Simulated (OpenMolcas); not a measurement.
## Mn2+: ligand-field states by method

Mn2+ with its 8 nearest fluoride ions at 2.354 Å, on the Sr site of SrF2 (a = 5.796 Å, distance in the model lattice 2.510 Å). The rest of the host is ab initio model potentials to 7.6 Å and point charges beyond; the distance is set by hand and nothing relaxes. Ligand basis ANO-RCC-VDZP.

```
Program             : OpenMolcas 26.06
Basis               : ANO-RCC-VDZP [5s4p2d1f]
Scalar Hamiltonian  : DKH2, point nucleus
Active space        : 5 electrons in 5 orbitals (3d)
State averaging     : 2S+1 = 6 even, 1 root; 2S+1 = 4 even, 24 roots; 2S+1 = 2 even, 75 roots
Spin-orbit coupling : state interaction with AMFI integrals over the reference wave functions
```

I. CASSCF
II. SS-CASPT2, IPEA 0.25 Eh, imaginary shift 0.1 Eh (closed shells correlated: 3s 3p and the ligand valence shells)

Spin-free states (labels of O, the rotations of Oh) in cm-1, each column counted from its own energy of the first state listed:

| State | Degeneracy | I | II |
| --- | --- | --- | --- |
| 6A1 | 1 | 0 | 0 |
| 4T1 | 3 | 30182 | 26730 |
| 4T2 | 3 | 31523 | 27920 |
| 4A1 | 1 | 31555 | 28260 |
| 4E | 2 | 31618 | 28140 |
| 4T1 | 3 | 37840 | 33470 |
| 4T2 | 3 | 39024 | 33340 |
| 4E | 2 | 39234 | 33680 |
| 2T2 | 3 | 43108 | 38750 |
| 2T1 | 3 | 44024 | 39750 |
| 2A2 | 1 | 44039 | 39650 |
| 2T2 | 3 | 44547 | 40380 |
| 2E | 2 | 44855 | 40860 |
| 2A1 | 1 | 44885 | 41060 |
| 2T2 | 3 | 48777 | 41540 |
| 2E | 2 | 50375 | 42750 |
| 2T1 | 3 | 51653 | 44430 |
| 4A2 | 1 | 52409 | 45420 |
| 2A2 | 1 | 52868 | 46120 |
| 2T2 | 3 | 53012 | 46120 |

From I to II, I's first state of another spin (4T1) moves from 30182 to 26730 cm-1, by about -3400 cm-1.

I: A least-squares ligand-field fit to the states below 45000 cm-1, each weighted by its degeneracy and with a free common offset, gives 10Dq = -3254 cm-1 (negative for this site), B = 1106 cm-1 and C = 4101 cm-1 (C/B = 3.71), with an rms deviation of 70 cm-1. The same method and metal basis give the free ion B = 1108 cm-1 (fit to its terms below 60000 cm-1, rms deviation 53 cm-1), so the nephelauxetic ratio is β = 1106 / 1108 = 1.00; it hangs on how both fits weigh the states, and computed free-ion B values tend to be too large, so β mixes covalency with correlation.

χT at 300 K: I 4.39, II 4.39 cm3 K/mol.

Roots that are degenerate in the reference are averaged as groups; the widest CASPT2 spread within a group is 150 cm-1 (the 3-fold group of multiplicity 4 near 33500 cm-1 above the lowest state of its run, II). Shifts and gaps below about the spread of the groups concerned are not significant. Over all roots computed the reference weight is 0.68 to 0.69 in II; a low but even weight reflects the number of correlated electrons. Ligand-to-metal charge-transfer states are missing. With no ligand orbital active B as a rule stays too high, so bands that hang on it stand too high and its fall with covalency is understated. Without dynamic correlation the repulsion within the d shell is too large (B by tens of per cent), so at a given field states of lower spin stand too high (holds for I). With metal d orbitals alone and no dynamic correlation 10Dq can be off by a tenth to a fifth, either way, in oxide and fluoride hosts (holds for I). These CASPT2 states fit no ligand-field parameters well, so their order and spin gaps are uncertain (holds for II). With one d shell and no ligand orbital active, 10Dq can be off by tens of per cent for divalent 3d ions, low with halides held by bare charges and at times high in hosts (holds for II). Free-ion shares, where given, are those of the reference states; single-state CASPT2 does not remix them (holds for II). No measured value stands beside these numbers; the geometry was set by hand and not optimised.
